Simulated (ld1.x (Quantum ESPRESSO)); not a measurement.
## Reading a pseudo-wave (Mn)

Columns: radius, all-electron u(r) and pseudo u(r) of the 4s shell (level -4.63 eV) of manganese in the configuration [Ar] 3d5.5 4s1.5 4p0; PW91, scalar-relativistic, PAW scheme, ld1.x (Quantum ESPRESSO) 7.5.

```json
{"r (bohr)": "0.123", "all-electron": "-0.0995", "pseudo": "-0.0145"}
{"r (bohr)": "0.245", "all-electron": "-0.1236", "pseudo": "-0.0302"}
{"r (bohr)": "0.368", "all-electron": "0.0517", "pseudo": "-0.0483"}
{"r (bohr)": "0.490", "all-electron": "0.1996", "pseudo": "-0.0694"}
{"r (bohr)": "0.613", "all-electron": "0.2585", "pseudo": "-0.0948"}
{"r (bohr)": "0.735", "all-electron": "0.2376", "pseudo": "-0.1243"}
{"r (bohr)": "0.858", "all-electron": "0.1652", "pseudo": "-0.1585"}
{"r (bohr)": "0.980", "all-electron": "0.0679", "pseudo": "-0.1966"}
{"r (bohr)": "1.103", "all-electron": "-0.0382", "pseudo": "-0.2387"}
{"r (bohr)": "1.225", "all-electron": "-0.1407", "pseudo": "-0.2831"}
{"r (bohr)": "1.348", "all-electron": "-0.2355", "pseudo": "-0.3294"}
{"r (bohr)": "1.470", "all-electron": "-0.3183", "pseudo": "-0.3756"}
{"r (bohr)": "1.593", "all-electron": "-0.3896", "pseudo": "-0.4210"}
{"r (bohr)": "1.715", "all-electron": "-0.4484", "pseudo": "-0.4634"}
{"r (bohr)": "1.838", "all-electron": "-0.4964", "pseudo": "-0.5021"}
{"r (bohr)": "1.960", "all-electron": "-0.5339", "pseudo": "-0.5353"}
{"r (bohr)": "2.083", "all-electron": "-0.5625", "pseudo": "-0.5627"}
{"r (bohr)": "2.205", "all-electron": "-0.5830", "pseudo": "-0.5830"}
{"r (bohr)": "2.328", "all-electron": "-0.5966", "pseudo": "-0.5966"}
{"r (bohr)": "2.450", "all-electron": "-0.6040", "pseudo": "-0.6040"}
{"r (bohr)": "2.573", "all-electron": "-0.6063", "pseudo": "-0.6063"}
{"r (bohr)": "2.695", "all-electron": "-0.6041", "pseudo": "-0.6041"}
{"r (bohr)": "2.818", "all-electron": "-0.5981", "pseudo": "-0.5981"}
{"r (bohr)": "2.940", "all-electron": "-0.5890", "pseudo": "-0.5890"}
{"r (bohr)": "3.063", "all-electron": "-0.5772", "pseudo": "-0.5772"}
{"r (bohr)": "3.185", "all-electron": "-0.5633", "pseudo": "-0.5633"}
```

Problem. How many radial nodes do the two functions have?

Solution. The all-electron 4s function has n − l − 1 = 3 (the table is too coarse to show those close to the nucleus); the pseudo-wave has 0, since the states of the same l below it are removed with the core.

Problem. At about which radius was the pseudo-wave matched?

Solution. 2.20 bohr, where the columns begin to agree (steps of 0.12 bohr).

Problem. Is the pseudo-wave norm-conserving?

Solution. No, it belongs to a PAW set: the norm inside the radius is not constrained, and the difference is carried by the augmentation charge.
